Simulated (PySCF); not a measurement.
# YbSe: frontier orbitals

B2PLYP at R = 2.478 Å; PySCF, spin-free X2C with a Gaussian nucleus, basis sets Yb x2c-SVPall, Se x2c-SVPall. State: singlet, about 14.0 electrons in the 4f shell (Mulliken). Only the outer orbitals are listed, counted within each symmetry.

```
orbital  occ.  ε (eV)  on Yb (%)            main shells (%)
    20σ     2   -6.02         34           64 Se p, 28 Yb s
    11π     2   -5.50         18           82 Se p, 13 Yb d
    11π     2   -5.50         18           82 Se p, 13 Yb d
    21σ     0   -1.66         85  62 Yb s, 18 Yb p, 15 Se p
    22σ     0    0.66         97           77 Yb d, 20 Yb p
    12π     0    0.77         99           56 Yb p, 43 Yb d
```

**Question.** Which are the highest filled and the lowest empty level, where do they sit, and how wide is the gap?

**Answer.** Highest filled 11π at -5.50 eV (in %: 82 Se p, 13 Yb d); lowest empty 21σ at -1.66 eV (in %: 62 Yb s, 18 Yb p, 15 Se p); the gap at B2PLYP is 3.84 eV.

The bond order (Mayer) is 2.14. The ⟨S²⟩ is 0.000, the charge on Yb (Mulliken, basis-dependent) is 0.56 and the charge on Yb (Löwdin, basis-dependent) is 0.23. The dipole moment (positive dipole means Yb(−)Se(+)) is -9.76 D.

Correlated steps freeze 27 core orbitals. Spin–orbit coupling is left out. B2PLYP dipoles, levels and charges come from its SCF part alone.
